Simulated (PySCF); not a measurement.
**SbO⁻: one state, many levels of theory**

State: ³Σ⁻ (triplet), unpaired electrons π ↑↑. Set-up: PySCF, scalar-relativistic core potentials, basis sets Sb def2-SVPD with ECP28, O def2-SVPD. De refers to Sb + O⁻ in their high-spin ground configurations, without counterpoise correction. The functionals are run spin-unrestricted. A positive dipole points towards O; it is taken about the centre of mass and depends on that origin.

```csv
Level,Re (Å),ωe (cm⁻¹),De (eV),μ (D)
ROHF-MP2,1.933,730,4.03,n/a
ROHF-SCS-MP2,1.932,721,n/a,n/a
PBE,1.948,665,4.28,-3.58
revPBE,1.954,657,4.00,-3.59
PW91,1.946,667,4.31,-3.60
r²SCAN,1.923,703,4.04,-3.52
r²SCANh,1.914,720,3.90,-3.60
PBE0,1.913,723,3.87,-3.72
```

What does a quarter of exact exchange do here, going from PBE to PBE0?

PBE0 less PBE: -3.5 pm in Re, +8.7 % in ωe, -0.41 eV in De. Exact exchange removes part of the self-interaction that spreads semilocal densities, and in most molecules shortens and stiffens the bond and lowers De; so it does here.

Correlated steps freeze 5 core orbitals. Correlated levels converge slowly with the basis: in double zeta they bind strong bonds too weakly, by up to about 1 eV, and carry superposition errors of some tenths. These are scalar-relativistic numbers at best; spin–orbit coupling would shift them, the dissociation energy most. For an ion De counts to the pair picked by the measured ionisation energies or electron affinities, which need not be the lowest pair at this level. The highest Kohn–Sham level is positive in this anion. Much of that is self-interaction error, but it also means that the finite basis helps to hold the extra electron. The state was picked by a PBE0 search and need not be the measured ground state.

The whole job (state search and all levels along the bond) took about 2.7 min on 1 thread of Arm Neoverse V2 (shared host), peak memory 0.71 GiB.
